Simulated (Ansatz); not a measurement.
The cluster Pb₂O₂. Total charge 0; quintet. Geometry PBE0-D4/def2-SVP; atoms count from 1.

Cartesian coordinates in Å:
```
Pb -0.217 -1.321 -1.269
Pb 0.217 1.321 1.269
O 1.225 -0.687 0.506
O -1.225 0.687 -0.506
```

In the def2 sets Pb takes a core potential; there is no spin–orbit coupling. At PBE0-D4/def2-TZVP a singlet of charge 0 lies 5.29 eV below the quintet, each at its own geometry. The structure comes from a short search, and lower isomers may exist.

Problem. Estimate the Mulliken populations from the PBE0/def2-TZVP orbitals of Ansatz.

Solution. 
```csv
atom,charge (e),spin (α − β)
Pb1,0.45,0.98
Pb2,0.45,0.98
O3,-0.45,1.02
O4,-0.45,1.02
```
Mulliken values depend strongly on the basis.

Problem. Where does the spin sit?

Solution. Summed by element: Pb 1.97, O 2.03, of 4 unpaired in all. Largest on single atoms: O3 1.02, O4 1.02, Pb1 0.98.

Problem. And the Mayer bond orders between heavy atoms (over 0.3)?

Solution. Pb1–O3 0.42 (2.37 Å); Pb1–O4 0.42 (2.37 Å); Pb2–O3 0.42 (2.37 Å); Pb2–O4 0.42 (2.37 Å).
